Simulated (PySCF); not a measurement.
Species: C6H8F3P.
Bonds: C1–C2, C2–C3 (triple), C3–P4, P4–C5, P4–C6, C6–C7, C7–F8, C7–F9, C7–F10. Hydrogens: H11, H12, H13 on C1; H14, H15, H16 on C5; H17, H18 on C6.

The calculation used PySCF, PBE0-D3(BJ)/def2-SVP geometry optimisation, gas phase.

Give the optimised bond lengths and angles.

```json
{"bond": "C1–C2", "length (Å)": "1.451", "order": "single"}
{"bond": "C2≡C3", "length (Å)": "1.218", "order": "triple"}
{"bond": "C3–P4", "length (Å)": "1.768", "order": "single"}
{"bond": "P4–C5", "length (Å)": "1.848", "order": "single"}
{"bond": "P4–C6", "length (Å)": "1.873", "order": "single"}
{"bond": "C6–C7", "length (Å)": "1.505", "order": "single"}
{"bond": "C7–F8, C7–F9, C7–F10", "length (Å)": "1.338", "order": "single"}
{"bond": "C1–H11, C1–H12, C1–H13", "length (Å)": "1.102", "order": "single"}
{"bond": "C5–H14, C5–H15, C5–H16", "length (Å)": "1.100", "order": "single"}
{"bond": "C6–H17, C6–H18", "length (Å)": "1.100", "order": "single"}
```

Bonds in one row agree within 0.01 Å and their mean is given. Orders are formal, as drawn. A selection of angles:
```json
{"angle": "C1–C2–C3", "degrees": "179.7"}
{"angle": "C2–C3–P4", "degrees": "174.2"}
{"angle": "C3–P4–C5", "degrees": "100.4"}
{"angle": "C3–P4–C6", "degrees": "97.1"}
{"angle": "C5–P4–C6", "degrees": "101.0"}
{"angle": "P4–C6–C7", "degrees": "114.6"}
{"angle": "C6–C7–F8", "degrees": "112.2"}
{"angle": "F8–C7–F9", "degrees": "107.1"}
```

Torsions: C3–P4–C6–C7 -178° (antiperiplanar); P4–C6–C7–F8 -55° (synclinal). The mirror-image conformer, all signs reversed, is as good.

Of the pairs four or more bonds apart, F9···H14 is among the closest relative to their van der Waals radii: 2.55 Å, 96 % of the sum of Bondi's values. The 3 C–P bonds span 1.768 Å (C3–P4, drawn single) to 1.873 Å (P4–C6, drawn single), a spread of 0.105 Å. The C–C distances run from 1.218 Å (C2≡C3, drawn triple) to 1.505 Å (C6–C7, drawn single), a spread of 0.287 Å. P4 (phosphine phosphorus) is pyramidal (angles 101.0°, 100.4° and 97.1°, sum 298.5°, 0.86 Å off the plane of its three neighbours).

Point group: C1 (no symmetry element, even within 0.4 Å). PBE0-D3(BJ)/def2-SVP frequencies: not computed here. The numbers are those of one conformer.
